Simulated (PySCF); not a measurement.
C₆ coefficients of unlike pairs at PBE

Calculated with PySCF 2.14 from the dipole response of each species, C₆(A,B) = (3/π) ∫ α_A(iu) α_B(iu) du, in atomic units, from isotropic polarisabilities. For ions this is the dispersion term alone; charge-induced terms of lower order in 1/R come first.

```tsv
species	configuration	basis	relativity	α (bohr³)	C₆ (like pair)
Al	[Ne] 3s2 3p1 (2P)	aug-cc-pVQZ-DK (7s6p4d3f2g)	spin-free X2C	65.74	582.3
Tc³⁺	[Kr] 4d4 (5D)	aug-cc-pwCVTZ-PP with ECP28MDF (8s8p7d4f3g)	core potential	5.607	25.38
Te⁺	[Kr] 4d10 5s2 5p3 (4S)	aug-cc-pwCVTZ-DK3 with one added diffuse shell each of s, p, d, f type (11s10p8d5f1g)	spin-free X2C	22.57	192.5
N⁺	[He] 2s2 2p2 (3P)	dyall-av2z (11s7p2d)	none	3.878	8.403
```

Problem. Estimate C₆ for N⁺ with Te⁺.

Solution. The integral gives 39.57. The combination rule 2 C_A C_B / (C_A α_B/α_A + C_B α_A/α_B) gives 39.46 and the geometric mean 40.22.

No spin-orbit coupling is included.

The other pairs:

| pair | C₆ |
| --- | --- |
| Te⁺, Al | 299.7 |
| Te⁺, Tc³⁺ | 65.85 |
| N⁺, Al | 56.88 |
| Tc³⁺, Al | 88.21 |
| N⁺, Tc³⁺ | 14.38 |
